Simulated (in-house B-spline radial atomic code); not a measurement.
Orbital energies and mean radii along the 8-electron series, configuration 1s2 2s2 2p1/2(2) 2p3/2(2). The effective charge is n√(-2ε), a non-relativistic measure. Computed with a radial B-spline atomic code at the basis-set limit: Dirac-Hartree-Fock, jj configuration that fills j = l - 1/2 first, finite nuclei.

```tsv
ion	Z	energy of 2s1/2 (Eh)	mean radius of 2s1/2 (bohr)	energy of 1s1/2 (Eh)	mean radius of 1s1/2 (bohr)	energy of 2p3/2 (Eh)	mean radius of 2p3/2 (bohr)	effective charge of 2s1/2
Ga23+	31	-88.405	0.20844	-429.05	0.048438	-83.091	0.18173	26.594
Ge24+	32	-95.346	0.20107	-459.34	0.046846	-89.696	0.17527	27.618
As25+	33	-102.56	0.19418	-490.71	0.04535	-96.552	0.16926	28.644
Se26+	34	-110.05	0.18773	-523.17	0.043941	-103.66	0.16364	29.671
Br27+	35	-117.81	0.18167	-556.72	0.042612	-111.02	0.15838	30.7
Kr28+	36	-125.86	0.17596	-591.37	0.041356	-118.64	0.15344	31.731
Rb29+	37	-134.18	0.17059	-627.12	0.040168	-126.51	0.1488	32.764
Sr30+	38	-142.79	0.1655	-663.99	0.039041	-134.63	0.14443	33.798
Zr32+	40	-160.85	0.15614	-741.07	0.036955	-151.64	0.13639	35.872
Nb33+	41	-170.32	0.15181	-781.31	0.035986	-160.53	0.1327	36.913
Mo34+	42	-180.07	0.1477	-822.68	0.035063	-169.67	0.1292	37.955
Tc35+	43	-190.12	0.14379	-865.21	0.034182	-179.07	0.12587	39
Ru36+	44	-200.47	0.14006	-908.89	0.03334	-188.72	0.12271	40.047
```

(1) How does the screening of 2s1/2 change?

## Answers

(1) Z less the effective charge goes from 4.41 at Z = 31 to 3.95 at Z = 44.
